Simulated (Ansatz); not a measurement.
Program: Ansatz. Geometries: PBE0-D4/def2-TZVP. ΔE: electronic, gas phase. CCSD(T)/CBS adds triple-zeta CCSD(T) − MP2 to the extrapolated MP2 energy (def2 sets, frozen cores). This one scheme is used for every species. Functionals use def2-TZVPP. Elements past krypton have def2 core potentials. For Hf, Se outer-core shells are correlated without core-valence functions, which leaves a few kJ/mol of doubt a bond. Scalar relativity is left out up to krypton. One conformer a species, not always the lowest.

Reaction (ligand exchange at the Hf–Se bond): `C[N](C)[Hf]([F])([Cl])[SeH]` + HCl → `C[N](C)[Hf]([F])([Cl])[Cl]` + H₂Se

`C[N](C)[Hf]([F])([Cl])[SeH]`:

Z-matrix (Å, degrees):
```
Hf
F 1 1.901
N 1 1.989 2 108.2
Cl 1 2.362 2 113.2 3 122.9
C 1 2.968 2 132.8 3 7.1
C 1 3.094 2 86.9 3 -4.2
Se 1 2.582 2 111.4 3 -110.2
H 5 1.097 1 124.7 2 -93.8
H 5 1.095 1 75.0 2 165.1
H 5 1.097 1 123.8 2 63.8
H 6 1.097 1 123.2 2 -116.6
H 6 1.092 1 80.4 2 -11.3
H 6 1.097 1 123.0 2 94.0
H 7 1.473 1 91.5 2 -68.1
```

HCl:

Z-matrix (Å, degrees):
```
Cl
H 1 1.279
```

`C[N](C)[Hf]([F])([Cl])[Cl]`:

```xyz
13

C    -0.476   -1.328    0.304
N     0.018   -0.064   -0.202
C     0.285   -0.072   -1.620
Hf    0.223    1.393    1.136
F     0.877    2.897    0.183
Cl   -1.898    1.780    2.091
Cl    1.736    0.635    2.777
H    -1.423   -1.607   -0.176
H     0.250   -2.134    0.142
H    -0.666   -1.276    1.384
H     1.041   -0.825   -1.876
H    -0.623   -0.301   -2.193
H     0.655    0.902   -1.949
```

H₂Se:

Z-matrix (Å, degrees):
```
Se
H 1 1.467
H 1 1.467 2 91.2
```

| level | ΔE (eV) |
| --- | --- |
| RPA@PBE/def2-TZVPP | -0.55 |
| MP2/def2-SVP | -0.63 |

Question: What does CCSD(T)/CBS give? (Estimate.)

Answer: The calculation gave: -0.56 eV. The listed levels differ from it by 0.01, -0.07 eV.

Largest T1 diagnostic among the species: 0.014.

At CCSD(T), def2-SVP lies −0.11 eV from the extrapolated value and def2-TZVPP +0.00 eV. From BLYP to BHLYP (50 % exact exchange), in def2-TZVPP and without D4, ΔE moves by −0.03 eV.
